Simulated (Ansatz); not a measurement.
`Cl[CH2][ZnH]` + H₂ → `[CH3][ZnH]` + HCl at 700 K and 1 bar (hydrogenolysis of a C–Cl bond).

Computed with Ansatz on PBE0-D4/def2-TZVP structures; ΔE is electronic, products minus reactants. CCSD(T)/CBS adds triple-zeta CCSD(T) − MP2 to the extrapolated MP2 energy (def2 sets, frozen cores). This one scheme is used for every species. For Zn outer-core shells are correlated without core-valence functions, which leaves a few kJ/mol of doubt a bond. Scalar relativity is left out up to krypton.

| species | CCSD(T)/CBS energy (Eh) | H − E (kJ/mol) | S (J/(mol·K)) |
| --- | --- | --- | --- |
| `Cl[CH2][ZnH]` | -2277.98947 | 136.8 | 370.8 |
| H₂ | -1.17544 | 46.8 | 155.3 |
| `[CH3][ZnH]` | -1818.81862 | 151.0 | 315.8 |
| HCl | -460.38127 | 38.4 | 211.8 |

H − E and S are ideal-gas, rigid-rotor, harmonic terms from PBE0-D4/def2-TZVP. The MP2-based limit puts H₂ 0.8 mEh under its directly extrapolated value; such offsets cancel only in part. 1 Eh = 2625.50 kJ/mol, R = 8.31446 J/(mol·K).

**Question.** By hand: ΔE, ΔH, ΔS and ΔG.

**Answer.** ΔE = (-1818.81862) + (-460.38127) − (-2277.98947) − (-1.17544) = -0.03498 Eh = -91.8 kJ/mol. Δ(H − E) = 151.0 + 38.4 − 136.8 − 46.8 = 5.8, so ΔH = -86.0 kJ/mol. ΔS = 315.8 + 211.8 − 370.8 − 155.3 = 1.5 J/(mol·K). ΔG = -86.0 − 700 × (1.5)/1000 = -87.0 kJ/mol.

**Question.** By hand: the equilibrium constant, and the temperature at which ΔG would vanish if ΔH and ΔS stayed fixed.

**Answer.** log₁₀ K = −ΔG/(RT ln 10) = 6.5. ΔH and −TΔS have one sign here, so there is no such temperature. One of them is within its doubt of zero, so this could turn.

The number of gas molecules stays the same, so ΔS is small and ΔH decides. A doubt of 5 kJ/mol in ΔE shifts log₁₀ K by 0.4 here. These are equilibria of isolated gas molecules and say nothing of rates. Largest T1 diagnostic: 0.014 (customary marks: 0.02 for closed shells, 0.045 for open ones).
